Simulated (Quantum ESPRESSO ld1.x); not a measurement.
Values are calculated unless marked as measured or tabulated.
The mean radii <r> (bohr) of the occupied orbitals of an atom or ion are listed with their occupations. Code: ld1.x of Quantum ESPRESSO 7.5. Model: Dirac Kohn-Sham, LDA (Slater exchange, VWN5 correlation), spin-unpolarised, spherical densities, point nucleus.

| orbital | occ. | <r> |
|---|---|---|
| 1s1/2 | 2 | 0.02113 |
| 2s1/2 | 2 | 0.08927 |
| 2p1/2 | 2 | 0.07440 |
| 2p3/2 | 4 | 0.08145 |
| 3s1/2 | 2 | 0.2343 |
| 3p1/2 | 2 | 0.2239 |
| 3p3/2 | 4 | 0.2373 |
| 3d3/2 | 4 | 0.2097 |
| 3d5/2 | 6 | 0.2139 |
| 4s1/2 | 2 | 0.5305 |
| 4p1/2 | 2 | 0.5409 |
| 4p3/2 | 4 | 0.5719 |
| 4d3/2 | 4 | 0.6046 |
| 4d5/2 | 6 | 0.6156 |
| 5s1/2 | 2 | 1.276 |
| 5p1/2 | 2 | 1.415 |
| 5p3/2 | 2 | 1.504 |
| 4f5/2 | 6 | 0.8226 |
| 4f7/2 | 4 | 0.8354 |
| 6s1/2 | 1 | 3.054 |
| 7s1/2 | 2 | 6.392 |

Name the element and its charge. Open shells, if any, fill j = l - 1/2 first.

Answer. Z = 66, dysprosium, charge +1: Dy+ in [Kr] 4d10 4f10 5s2 5p4 6s1 7s2. The 1s radius gives Z: for a bare nucleus <r> = (2 gamma + 1)/(2Z) with gamma = sqrt(1 - (Z/c)^2), 0.02085 bohr for Z = 66, and screening makes it slightly larger (0.02113 here). The occupations add up to 65, and the charge is Z minus that.
